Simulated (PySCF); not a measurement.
Species: C₄H₅ClO₂Si.
Geometry (GFN2-xTB, Å), atoms numbered from 1 in this order:
```
atom  x, y, z in Å
O1    -1.7780    2.3200    1.1784
C2    -1.5932    1.2140    0.8760
C3    -1.4252   -0.0353    0.5512
Cl4   -1.8108   -1.1978    1.8129
C5    -0.8691   -0.5293   -0.7507
C6     0.4585    0.1759   -1.0174
O7     0.5878    0.9154   -1.9625
Si8    1.9211   -0.1590    0.1902
H9    -1.5634   -0.3389   -1.5747
H10   -0.6908   -1.6012   -0.6692
H11    2.7850    1.0128    0.1622
H12    2.5922   -1.3489   -0.3347
H13    1.3815   -0.4273    1.5205
```

Mayer bond orders were computed from the PBE0/pcSseg-1 density (PySCF). The structure is a single GFN2-xTB conformer in the gas phase; no vibrational or solvent corrections. GFN2-xTB frequencies show an imaginary mode (34i cm⁻¹), so this geometry is no minimum at that level.

Question: Rank these bonds by Mayer order, highest first.
A. C3–Cl4
B. C6–Si8
C. O1–C2
D. C2–C3
E. C6–O7
F. C5–C6

Answer: C (2.18), E (1.96), D (1.60), A (1.06), F (0.93), B (0.83).

Question: Set the orders of all bonds between heavy atoms beside their lengths and the difference of the IAO charges at their ends.

Answer: 
| bond | Mayer order | length (Å) | q(first) − q(second) (e) |
| --- | --- | --- | --- |
| O1–C2 | 2.177 | 1.161 | -0.683 |
| C6–O7 | 1.959 | 1.207 | +0.515 |
| C2–C3 | 1.604 | 1.302 | +0.651 |
| C3–Cl4 | 1.056 | 1.758 | -0.209 |
| C3–C5 | 0.969 | 1.499 | +0.089 |
| C5–C6 | 0.931 | 1.527 | -0.449 |
| C6–Si8 | 0.826 | 1.926 | -0.391 |

The Mayer order sums products of elements of PS (density times overlap matrix) between the two atoms' basis functions, so it depends on the basis set.
